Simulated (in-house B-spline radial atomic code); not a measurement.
**Two electrons outside the 1s2 core: Ga XXVIII (Ga27+)**

Computed with an all-electron radial atomic-structure program (B-spline basis): configuration interaction (CI) of the two valence electrons in the field of the frozen Dirac-Fock core, alone and with many-body perturbation theory for the core (screened one- and two-electron correlation potentials), Breit and QED terms; no-pair Dirac Hamiltonian, finite nucleus. Labels give the configuration (outer n counted up each series) and the leading LS term, or the jj pair where no LS term holds 70 %.

Command:
```bash
python run_mb.py task.json out
```
Settings (nuclear radius in fm, box in bohr, cutoff in hartree):
```
basis_form          3
Z                   31
core_configuration  1s2
rms_radius          3.9973
mass_number         69
speed_of_light      137.036
box_radius          3.103
lmax                6
intervals           58
virtual_cutoff      1922.0
```

Run time, properties included: 2.1 min on 1 thread of Arm Neoverse N1 (shared host).

Excitation energies (eV):

| level | purity of the LS term | CI alone | CI + MBPT + Breit + QED |
| --- | --- | --- | --- |
| 2s2 1S0 | 0.999 | 0 | 0 |
| 2s2p 3P°0 | 1.0 | 52.702 | 52.716 |
| 2s2p 3P°1 | 0.94 | 59.92 | 59.55 |
| 2s2p 3P°2 | 1.0 | 86.815 | 85.656 |
| 2s2p 1P°1 | 0.939 | 126.85 | 125.74 |
| 2p2 3P0 | 0.876 | ? | ? |
| 2p2 3P1 | 1.0 | 171.38 | 170.22 |
| 2p2 (1/2,3/2)2 | 0.574 (3P) | ? | ? |
| 2p2 (3/2,3/2)2 | 0.572 (1D) | 212.17 | 209.9 |
| 2p2 1S0 | 0.876 | 242.46 | 241.07 |
| 2s3s 3S1 | 1.0 | 1621.8 | 1620.4 |
| 2s3s 1S0 | 0.999 | 1632.2 | 1630.9 |
| 2s3p 3P°0 | 1.0 | 1647.1 | 1645.8 |
| 2s3p (1/2,1/2)°1 | 0.658 (3P) | 1647.3 | 1645.9 |
| 2s3p (1/2,3/2)°1 | 0.649 (1P) | 1656.3 | 1654.7 |
| 2s3p 3P°2 | 1.0 | 1656.9 | 1655.3 |
| 2s3d 3D1 | 0.999 | 1670.2 | 1668.4 |
| 2s3d 3D2 | 0.984 | 1671.4 | 1669.6 |
| 2s3d 3D3 | 1.0 | 1673.5 | 1671.6 |
| 2s3d 1D2 | 0.983 | 1682.3 | 1680.5 |

Question: Where does 2p2 (1/2,3/2)2 lie?

Answer: 179.94 eV in CI alone and 178.19 eV with all corrections.

Question: Where does 2p2 3P0 lie?

Answer: 148.28 eV in CI alone and 147.89 eV with all corrections.

Question: What is the first ionisation energy?

Answer: 2869.3 eV to the 2s1/2 state of the next ion (2871.1 eV from CI alone). NIST lists 2868 ± 3 eV (semi-empirical).

Some electric-dipole lines (reduced elements in atomic units, length form; vacuum wavelengths from the computed energies):

| upper | lower | D bare (size) | D with core polarisation (size) | λ (nm) | A (s⁻¹) |
| --- | --- | --- | --- | --- | --- |
| 2s2p 3P°1 | 2s2 1S0 | 0.0477 | 0.0476 | 20.82 | 1.7e+08 |
| 2s2p 1P°1 | 2s2 1S0 | 0.214 | 0.213 | 9.8606 | 3.2e+10 |
| 2p2 3P1 | 2s2p 3P°0 | 0.145 | 0.144 | 10.552 | 1.2e+10 |
| 2p2 3P1 | 2s2p 3P°1 | 0.121 | 0.121 | 11.203 | 7e+09 |
| 2p2 (3/2,3/2)2 | 2s2p 3P°1 | 0.0426 | 0.0425 | 8.2466 | 1.3e+09 |
| 2p2 1S0 | 2s2p 3P°1 | 0.0075 | 0.00749 | 6.8304 | 3.6e+08 |
| 2s3s 3S1 | 2s2p 3P°0 | 0.0251 | 0.0252 | 0.79085 | 8.6e+11 |
| 2s3s 3S1 | 2s2p 3P°1 | 0.0431 | 0.0432 | 0.79432 | 2.5e+12 |
| 2s3s 1S0 | 2s2p 3P°1 | 0.00421 | 0.00423 | 0.78901 | 7.4e+10 |
| 2s3p (1/2,1/2)°1 | 2s2 1S0 | 0.0789 | 0.0789 | 0.7533 | 9.8e+12 |

Weak lines are less accurate than strong ones.
